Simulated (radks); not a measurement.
Initial-state core-level shifts of the osmium ion Os2+ when its valence configuration changes from [Xe] 4f14 5d6. Method: Dirac Kohn-Sham, BLYP, spin-unpolarised, spherical densities, finite nucleus; open shells fill j = l - 1/2 first; Fermi nuclear charge, rms radius 5.4126 fm; computed with a radial shooting solver on a logarithmic mesh with Libxc functionals. Shifts are changes of the shell-averaged eigenvalues in eV (positive: less bound); the change of the density at the nucleus, which sets a Mossbauer isomer shift, is in e/bohr^3, on a base of 1.676e+06.

4f13 5d7: 1s -10.886; 2s -11.890; 4s -12.078; 5s -4.444; density at nucleus +109.8
4f12 5d6 6s2: 1s -29.477; 2s -31.950; 4s -31.947; 5s -15.749; density at nucleus +580.4
4f13.5 5d6 6p0.5: 1s -7.556; 2s -8.123; 4s -8.215; 5s -4.386; density at nucleus +62.2
4f14 5d5 6s1: 1s -3.143; 2s -3.310; 4s -3.250; 5s -3.118; density at nucleus +152.8
4f14 5d5 6p1: 1s -4.312; 2s -4.468; 4s -4.420; 5s -4.270; density at nucleus +17.1
4f13 5d5 6p2: 1s -20.049; 2s -21.409; 4s -21.449; 5s -13.378; density at nucleus +150.4
4f13 5d6 6s1: 1s -14.211; 2s -15.389; 4s -15.505; 5s -7.705; density at nucleus +269.0
4f14 5d5.5 6s0.5: 1s -1.540; 2s -1.621; 4s -1.594; 5s -1.534; density at nucleus +73.7
4f12 5d8: 1s -22.254; 2s -24.344; 4s -24.539; 5s -8.795; density at nucleus +226.2
